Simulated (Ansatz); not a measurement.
C3H9ClZr (`[CH3][Zr]([CH3])([CH3])[Cl]`). Total charge 0; spin multiplicity 1. Zr takes the def2 core potential. The structure was optimised at the PBE0-D4/def2-TZVP level.

```xyz
14

C     1.544    1.268   -0.520
Zr    0.205   -0.472   -0.335
C     0.077   -0.980    1.806
C    -1.807    0.143   -0.992
Cl    0.996   -2.301   -1.592
H     1.140    1.996   -1.235
H     1.642    1.774    0.450
H     2.548    0.988   -0.857
H     1.017   -0.743    2.319
H    -0.721   -0.400    2.288
H    -0.135   -2.043    1.969
H    -1.886    1.237   -1.018
H    -2.566   -0.230   -0.293
H    -2.054   -0.237   -1.989
```

(1) What is the dipole moment at PBE/def2-TZVPP? (An estimate is asked.)

(2) And with r2SCAN, B3LYP, ωB97M-V? (Best estimate.)

(3) Give the Mulliken charges with PBE, ωB97M-V, B3LYP in def2-TZVPP. (Estimate.)

Answers

(1) The calculation gave: 1.75 D, with components (-0.59, 1.36, 0.92) D in this frame, pointing from negative to positive charge.

(2) Ansatz gave: r2SCAN 1.85 D, B3LYP 1.77 D, ωB97M-V 1.73 D.

(3) Ansatz gave: 
| atom | PBE | ωB97M-V | B3LYP |
| --- | --- | --- | --- |
| C1 | -0.52 | -0.57 | -0.53 |
| Zr2 | 0.89 | 0.90 | 0.99 |
| C3 | -0.52 | -0.58 | -0.53 |
| C4 | -0.52 | -0.57 | -0.53 |
| Cl5 | -0.28 | -0.26 | -0.30 |
| H6 | 0.10 | 0.12 | 0.10 |
| H7 | 0.10 | 0.12 | 0.10 |
| H8 | 0.11 | 0.12 | 0.11 |
| H9 | 0.10 | 0.12 | 0.10 |
| H10 | 0.10 | 0.12 | 0.09 |
| H11 | 0.11 | 0.12 | 0.10 |
| H12 | 0.10 | 0.11 | 0.09 |
| H13 | 0.10 | 0.12 | 0.10 |
| H14 | 0.11 | 0.12 | 0.11 |

B3LYP here is the variant with VWN-RPA as its local correlation; programs differ in this.
